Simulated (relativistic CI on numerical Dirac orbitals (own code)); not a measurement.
Calculated at this level of theory: Dirac-Coulomb-Breit CI, separate exchange-only KLI orbitals for each configuration, a model potential for QED, unscaled Slater integrals (own radial code, finite nucleus).

The strongest absorption lines from the ground level of an ion, among the configurations computed and to levels below about 170 eV (vacuum wavelength in Å, gf): 92.769 (0.48), 94.072 (0.2), 94.799 (0.25), 98.503 (0.89), 154.33 (0.46), 157.60 (11), 159.50 (6.3), 165.78 (2.8).

(1) Which ion is it?
A. Ag12+
B. Rh10+
C. Sb16+
D. Ag10+

Answers

(1) A. Ag12+ has 35 electrons and the ground level 4s²4p⁵ ²P°3/2; the strongest line goes to 4s²4p⁴4d ²D5/2. The pattern of lines fixes the number of electrons, and along that sequence the line energies rise steadily with the charge (about as its square where n changes within one kind of shell, about linearly where n is kept but much faster in heavy ions where fine structure, which grows about as Z⁴, sets the gap, and irregularly where shells cross), which fixes Z. Configurations outside the model, such as inner-shell arrays, can give stronger lines. At this charge energies of transitions that change n are usually good to better than 1 %, and those within a shell (Δn = 0) to a few per cent.

LS names give the leading component of a level, which can be under half, so a name can repeat, a term be missing and a line seem to break the LS rules.
